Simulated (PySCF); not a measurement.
Radial density of Rh²⁺ (rhodium, charge +2)

PW91, [Kr] 4d7, high-spin 4F determinant. All numbers are calculated (PySCF 2.14, a scalar-relativistic core potential, in aug-cc-pwCVDZ-PP with ECP28MDF). This is the valence pseudo-density: the core potential removes the inner electrons and smooths the orbitals near the nucleus.

```
r (bohr)  4πr²ρ (e/bohr)  4πr²(ρα − ρβ)
  0.0198       1.227e-05         0.0000
  0.0333       3.130e-05         0.0000
  0.0561       7.686e-05         0.0000
  0.0943       0.0003103         0.0000
   0.159        0.003290         0.0007
   0.267         0.05733         0.0113
   0.449           1.411         0.1835
   0.755           11.93         1.4524
    1.27           11.34         2.3106
    2.14           2.047         0.7050
    3.59          0.1001         0.0343
    6.04       0.0006697         0.0002
```

Energies and moments cover only the electrons outside the core potential.
